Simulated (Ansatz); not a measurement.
Cartesian coordinates (Å):
SMILES: Bc1cccnc1O
```xyz
14

B     -1.8953    -1.2560    -0.2964
C     -0.5961    -0.4600    -0.1062
C      0.6643    -1.0811    -0.2266
C      1.8461    -0.3622    -0.0572
C      1.7351     0.9997     0.2369
N      0.5677     1.6336     0.3619
C     -0.5526     0.9324     0.1973
O     -1.6958     1.6128     0.3336
H     -2.9782    -0.7420    -0.2014
H     -1.8147    -2.4346    -0.5497
H      0.6981    -2.1490    -0.4582
H      2.8261    -0.8330    -0.1485
H      2.6339     1.6112     0.3791
H     -1.4385     2.5281     0.5356
```
Charge 0, spin multiplicity 1.

All values below come from frozen-core CCSD(T)/cc-pVTZ // B3LYP-D3(BJ)/def2-SVP in Ansatz (a quantum-chemistry and plane-wave program). The restricted HF reference is unstable towards unrestricted orbitals.

- HF energy = -346.94582 Ha
- MP2 correlation energy = -1.30914 Ha

Task: Estimate the CCSD correlation energy, the (T) correction, the total energy and the T1 diagnostic.

Result: 
| Property | Result |
|---|---|
| CCSD correlation energy | -1.33426 Ha |
| (T) correction | -0.06872 Ha |
| CCSD(T) total energy | -348.34879 Ha |
| T1 diagnostic | 0.015 |
